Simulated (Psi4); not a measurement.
A dimer, C2H3N ··· H3O+ (SMILES CC#N and [OH3+]) (charge +1); the first 6 atoms form monomer A.

```
10

C     -0.4885     0.0009    -0.0056
C      0.9657    -0.0017     0.0111
N      2.1150    -0.0038     0.0244
H     -0.8574    -0.7542    -0.7000
H     -0.8759    -0.2182     0.9895
H     -0.8588     0.9771    -0.3194
O      6.0726     0.1097     0.0103
H      6.4627     0.2903     0.8923
H      5.0921     0.0761     0.0173
H      6.4854    -0.6524    -0.4497
```

Task: What interaction energy does SAPT0/jun-cc-pVDZ, frozen core in Psi4 give, and which attractive term is the largest?

Result: Total -16.71 kcal/mol: electrostatics -14.22, exchange 0.13, induction -2.41, dispersion -0.21. The most attractive term is electrostatics.
